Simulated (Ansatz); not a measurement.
BH$_{6}$NO$_{2}$Si, SMILES `NB(O)O[SiH3]`, relaxed with RKS PBE0-D4/def2-TZVP in Ansatz from a PBE-D4/def2-SVP geometry. The force threshold is 0.005 eV/Å; the program also tests the step.

Charge 0, multiplicity 1.

Start:

```xyz
11

N    -0.514   -2.033    0.219
B    -0.273   -0.689   -0.173
O    -0.620   -0.158   -1.405
O     0.351    0.161    0.727
Si    0.730    1.785    0.490
H    -0.234   -2.361    1.142
H    -0.962   -2.742   -0.355
H    -1.053   -0.792   -2.000
H     1.400    2.243    1.755
H     1.679    1.972   -0.662
H    -0.504    2.615    0.262
```

```tsv
step	energy (eV)	largest force (eV/Å)	largest move (Å)
1	-14233.3581	0.722	0.000
2	-14233.4040	0.424	0.033
3	-14233.4129	0.114	0.012
4	-14233.4136	0.055	0.005
5	-14233.4145	0.055	0.015
6	-14233.4149	0.057	0.020
7	-14233.4149	0.012	0.004
8	-14233.4149	0.002	0.002
```

End:

```xyz
11

N    -0.502   -2.009    0.224
B    -0.277   -0.679   -0.186
O    -0.639   -0.184   -1.418
O     0.338    0.186    0.683
Si    0.730    1.773    0.497
H    -0.218   -2.321    1.135
H    -0.942   -2.715   -0.335
H    -1.066   -0.814   -1.998
H     1.382    2.196    1.761
H     1.677    1.964   -0.632
H    -0.481    2.602    0.268
```

It took 33 s on 4 threads of an Intel Xeon Platinum 8375C on a shared host, with 0.47 GiB of host memory at the peak.
